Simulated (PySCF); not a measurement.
Species: C₂H₅Cl₂Si, net charge -1, singlet state. It need not be the lowest isomer of its formula. Whether it binds its extra electron was not tested at this geometry. 
Structure (B3LYP-D3(BJ)/def2-TZVP (Ansatz) minimum search):
```
Si
C 1 1.7310
H 2 1.0856 1 121.05
H 2 1.0890 3 114.08 1 148.66
C 1 1.8824 2 116.74 3 -167.04
H 5 1.0904 1 111.36 2 -175.60
H 5 1.0912 6 109.47 1 121.88
H 5 1.0936 6 108.33 7 118.14
Cl 1 2.1377 2 112.24 3 -44.58
Cl 1 2.2319 2 122.98 3 71.47
```
Charge -1, spin multiplicity 1.

Dispersion corrections to the total energy (kcal/mol) from the dftd3 and dftd4 libraries through PySCF: D3(BJ) without and D4 with the three-body term, each with the damping fitted for the functional named.

```
functional  D3(BJ)      D4
----------  ------  ------
PBE0         -5.96   -6.37
TPSSh        -7.99   -9.12
B2GP-PLYP    -5.64   -3.23
BLYP        -14.50  -15.99
BP86        -11.59       ?
HSE06        -4.92       ?
CAM-B3LYP    -5.81       ?
```

Problem. Fill in the missing entries.

Solution. 
- BP86, D4: -10.34
- HSE06, D4: -5.98
- CAM-B3LYP, D4: -6.55
